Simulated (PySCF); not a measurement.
A PySCF script (with the pyscf-properties extension) for the NMR shieldings of SMILES CC#[N+][B@H-](N)SC, C₃H₉BN₂S, on a GFN2-xTB geometry:

```python
import basis_set_exchange as bse
import numpy as np
from pyscf import gto, dft
from pyscf.prop import nmr

atoms = """
C    -2.787148    1.037991   -0.107236
C    -1.691309    0.140101   -0.281457
N    -0.773370   -0.534245   -0.447679
B     0.534357   -1.181640   -0.814767
N     0.996061   -2.040754    0.272096
S     1.518561    0.517479   -1.147393
C     1.953671    0.998779    0.555779
H    -3.315115    1.141723   -1.055351
H    -3.473867    0.650759    0.645672
H    -2.418836    2.016427    0.204258
H     0.394881   -1.709259   -1.862819
H     1.228863   -1.613501    1.155317
H     1.694556   -2.723076    0.031696
H     2.405494    1.984201    0.504263
H     1.057189    1.034238    1.171848
H     2.668415    0.289720    0.966812
"""
names = dict.fromkeys(["C", "N", "B", "S", "H"], "pcSseg-1")
basis = {el: gto.basis.parse(bse.get_basis(n, elements=[el], fmt="nwchem")) for el, n in names.items()}
mol = gto.M(atom=atoms, basis=basis, charge=0, verbose=0)
mf = dft.RKS(mol, xc="PBE0")
mf.grids.level = 2
mf.grids.alignment = dft.numint.BLKSIZE   # the property module wants whole blocks of grid points
mf.conv_tol = 1e-9
mf.kernel()

calc = nmr.RKS(mf)   # GIAO
C = mf.mo_coeff
Co = C[:, mf.mo_occ > 0]
resp = mf.gen_response(singlet=True, hermi=2)
def vind(x):   # induced exchange potential for any number of trial vectors
    d = np.einsum("pi,xij,qj->xpq", C, 2 * x.reshape(-1, C.shape[1], Co.shape[1]), Co, optimize=True)
    return np.einsum("xpq,pi,qj->xij", resp(d - d.transpose(0, 2, 1)), C, Co, optimize=True).ravel()
mo1, _ = nmr.rhf.solve_mo1(calc, with_cphf=vind)
sigma = calc.kernel(mo1)
for i, s in enumerate(sigma):   # ppm
    print("%2d %-2s %9.2f" % (i, mol.atom_pure_symbol(i), np.trace(s) / 3))
```

Task: What does it print?

Result: 
```
 0 C     184.49
 1 C      62.84
 2 N      37.54
 3 B     115.82
 4 N     256.98
 5 S     504.94
 6 C     174.74
 7 H      29.31
 8 H      29.35
 9 H      29.18
10 H      28.22
11 H      31.84
12 H      32.16
13 H      29.70
14 H      30.13
15 H      29.49
```

These numbers come from an equivalent density-fitted implementation of the same equations, which agrees with the script to about 0.01 ppm for H and up to a few tenths of a ppm for heavy atoms, so last digits may differ.

Size and cost of the density-fitted run: 171 basis functions, 48 s wall time on 1 thread of an Arm Neoverse N1, shared host; peak memory 0.77 GiB.
